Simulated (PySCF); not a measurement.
## Two-component Hartree-Fock for I (iodine, neutral)

Start: [Kr] 4d10 5s2 5p5; 5p1/2 filled at m_j = +1/2; 5p3/2 filled at m_j = -3/2, -1/2, +1/2, +3/2. Calculated with PySCF 2.14 in x2c-SVPall-2c with one added diffuse shell each of s, p type (7s9p4d, 54 functions): generalised Hartree-Fock with the X2C-1e Hamiltonian and a Gaussian nucleus; one run each with spin-orbit coupling (SO) screened by Boettger's factors, then bare. This is a chosen level, not necessarily the ground level.

```json
{"spinor shell": "1s1/2", "electrons": "2", "ε, screened SO (eV)": "-33326.4", "ε, bare SO (eV)": "-33326.1", "weight of nominal j (bare SO)": "1.000", "rms radius, bare SO (bohr)": "0.0312"}
{"spinor shell": "2s1/2", "electrons": "2", "ε, screened SO (eV)": "-5248.3", "ε, bare SO (eV)": "-5248.2", "weight of nominal j (bare SO)": "1.000", "rms radius, bare SO (bohr)": "0.127"}
{"spinor shell": "2p1/2", "electrons": "2", "ε, screened SO (eV)": "-4913.9", "ε, bare SO (eV)": "-4922.8", "weight of nominal j (bare SO)": "1.000", "rms radius, bare SO (bohr)": "0.109"}
{"spinor shell": "2p3/2", "electrons": "4", "ε, screened SO (eV)": "-4612.0", "ε, bare SO (eV)": "-4608.4", "weight of nominal j (bare SO)": "1.000", "rms radius, bare SO (bohr)": "0.115"}
{"spinor shell": "3s1/2", "electrons": "2", "ε, screened SO (eV)": "-1102.7", "ε, bare SO (eV)": "-1102.7", "weight of nominal j (bare SO)": "1.000", "rms radius, bare SO (bohr)": "0.334"}
{"spinor shell": "3p1/2", "electrons": "2", "ε, screened SO (eV)": "-962.64", "ε, bare SO (eV)": "-964.34", "weight of nominal j (bare SO)": "1.000", "rms radius, bare SO (bohr)": "0.326"}
{"spinor shell": "3p3/2", "electrons": "4", "ε, screened SO (eV)": "-904.18", "ε, bare SO (eV)": "-903.49", "weight of nominal j (bare SO)": "1.000", "rms radius, bare SO (bohr)": "0.339"}
{"spinor shell": "3d3/2", "electrons": "4", "ε, screened SO (eV)": "-659.23", "ε, bare SO (eV)": "-660.91", "weight of nominal j (bare SO)": "1.000", "rms radius, bare SO (bohr)": "0.311"}
{"spinor shell": "4s1/2", "electrons": "2", "ε, screened SO (eV)": "-211.71", "ε, bare SO (eV)": "-211.71", "weight of nominal j (bare SO)": "1.000", "rms radius, bare SO (bohr)": "0.788"}
{"spinor shell": "4p1/2", "electrons": "2", "ε, screened SO (eV)": "-160.26", "ε, bare SO (eV)": "-160.61", "weight of nominal j (bare SO)": "1.000", "rms radius, bare SO (bohr)": "0.828"}
{"spinor shell": "4p3/2", "electrons": "4", "ε, screened SO (eV)": "-149.06", "ε, bare SO (eV)": "-148.93", "weight of nominal j (bare SO)": "1.000", "rms radius, bare SO (bohr)": "0.853"}
{"spinor shell": "4d3/2", "electrons": "4", "ε, screened SO (eV)": "-64.207", "ε, bare SO (eV)": "-64.455", "weight of nominal j (bare SO)": "1.000", "rms radius, bare SO (bohr)": "0.993"}
{"spinor shell": "4d5/2", "electrons": "6", "ε, screened SO (eV)": "-62.561", "ε, bare SO (eV)": "-62.406", "weight of nominal j (bare SO)": "1.000", "rms radius, bare SO (bohr)": "1.00"}
{"spinor shell": "5s1/2", "electrons": "2", "ε, screened SO (eV)": "-24.061", "ε, bare SO (eV)": "-24.065", "weight of nominal j (bare SO)": "0.998", "rms radius, bare SO (bohr)": "2.14"}
{"spinor shell": "5p1/2", "electrons": "1", "ε, screened SO (eV)": "-12.545", "ε, bare SO (eV)": "-12.584", "weight of nominal j (bare SO)": "1.000", "rms radius, bare SO (bohr)": "2.54"}
{"spinor shell": "5p3/2", "electrons": "4", "ε, screened SO (eV)": "-10.586", "ε, bare SO (eV)": "-10.576", "weight of nominal j (bare SO)": "0.999", "rms radius, bare SO (bohr)": "2.70"}
```

Question: Where does 3d5/2 lie, and what is the 3d spin-orbit splitting (bare SO)?

Answer: At -646.20 eV, 14.707 eV above 3d3/2.

```tsv
quantity	screened SO	bare SO
E (hartree)	-7112.99004	-7113.16923
M_J	1/2	1/2
⟨J²⟩	0.767	0.766
⟨L²⟩	2.045	2.048
⟨S²⟩	0.783	0.786
```

Each row is a mean over spinors that exchange with the open shell spreads, by up to 1.142 eV (5s1/2).

Breit and QED terms are absent; they matter most for the inner s and p1/2 levels.

Densities and radii are taken from the X2C orbitals without a picture-change correction, which distorts them close to the nucleus.
